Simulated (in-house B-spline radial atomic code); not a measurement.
Successive ionisation energies of gadolinium; each step leads to the configuration of the next row (after the last: bare). Dirac energy differences include first-order Breit, QED and recoil terms. NIST's values go from ground level to ground level; the uncertainty of those that are theory runs from under 0.1 % in few-electron ions to several per cent in heavy many-electron ones. Computed with an all-electron radial atomic-structure program (B-spline basis): Dirac-Hartree-Fock, jj configuration that fills j = l - 1/2 first, finite nuclei.

A number in brackets counts the electrons of a j subshell.

```csv
ion,configuration,ionisation energy (eV),tabulated value (eV),tabulated kind,computed minus tabulated (eV),highest orbital,largest mean radius (bohr)
Gd42+,[Ar] 3d3/2(4),3311.3,3312,tabulated theory,-1,3d3/2,0.23102
Gd43+,[Ar] 3d3/2(3),3426.1,3424,tabulated theory,2,3d3/2,0.22971
Gd44+,[Ar] 3d3/2(2),3542.4,3546,tabulated theory,-4,3d3/2,0.2284
Gd45+,[Ar] 3d3/2(1),3660.2,3660,tabulated theory,0,3d3/2,0.2271
Gd46+,[Ne] 3s2 3p6,3979.5,3980,tabulated theory,-1,3p3/2,0.22582
Gd47+,[Ne] 3s2 3p1/2(2) 3p3/2(3),4083.4,4080,tabulated theory,3,3p3/2,0.22483
Gd48+,[Ne] 3s2 3p1/2(2) 3p3/2(2),4188.3,4191,tabulated theory,-3,3p3/2,0.22385
Gd49+,[Ne] 3s2 3p1/2(2) 3p3/2(1),4294.1,4294,tabulated theory,0,3p3/2,0.22288
Gd50+,[Ne] 3s2 3p1/2(2),4576.9,4578,tabulated theory,-1,3p1/2,0.22192
Gd51+,[Ne] 3s2 3p1/2(1),4693.4,4693,tabulated theory,0,3p1/2,0.22093
Gd52+,[Ne] 3s2,4914.0,4914,tabulated theory,0,3s1/2,0.21994
Gd53+,[Ne] 3s1,5025.1,5025,tabulated theory,0,3s1/2,0.21885
Gd54+,[He] 2s2 2p6,11272.6,11273,tabulated theory,0,2p3/2,0.090968
Gd55+,[He] 2s2 2p1/2(2) 2p3/2(3),11561.1,11552,tabulated theory,9,2p3/2,0.090527
Gd56+,[He] 2s2 2p1/2(2) 2p3/2(2),11852.6,11861,tabulated theory,-8,2p3/2,0.090089
Gd57+,[He] 2s2 2p1/2(2) 2p3/2(1),12147.3,12147,tabulated theory,0,2p3/2,0.089654
Gd58+,[He] 2s2 2p1/2(2),13182.2,13183,tabulated theory,-1,2p1/2,0.089222
Gd59+,[He] 2s2 2p1/2(1),13520.7,13521,tabulated theory,0,2p1/2,0.088751
Gd60+,[He] 2s2,13943.1,13943,tabulated theory,0,2s1/2,0.088283
Gd61+,[He] 2s1,14224.2,14224.57,tabulated theory,0,2s1/2,0.087858
Gd62+,1s2,57780.2,57783.91,tabulated theory,-4,1s1/2,0.021775
Gd63+,1s1,59065.3,59065.54,tabulated theory,0,1s1/2,0.021633
```

Task: Where is the largest jump?

Result: From Gd61+ to Gd62+, by a factor of 4.06 (14224 to 57780 eV); the highest orbital goes from 2s1/2 to 1s1/2.
